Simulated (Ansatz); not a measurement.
C$_{3}$H$_{8}$BFO (`CCOB(C)F`), charge 0, multiplicity 1.

(1) Give a relaxed structure at PBE0-D4/def2-TZVP (Ansatz 0.2.0). (Estimate.)

## Answers

(1) Ansatz gave: 
Z-matrix (Å, degrees):
```
C
C 1 1.510
H 1 1.092 2 110.7
H 1 1.092 2 110.8 3 120.5
H 1 1.093 2 110.2 3 -119.9
O 2 1.424 1 110.9 3 -56.3
H 2 1.092 1 110.7 3 61.2
H 2 1.093 1 110.7 3 -178.9
B 6 1.347 2 122.4 1 -93.4
C 9 1.561 6 121.6 2 179.2
F 9 1.344 6 119.0 2 -0.9
H 10 1.094 9 110.3 6 121.1
H 10 1.090 9 112.4 6 -0.3
H 10 1.094 9 110.4 6 -121.9
```
This is one stationary point; other conformers may exist.
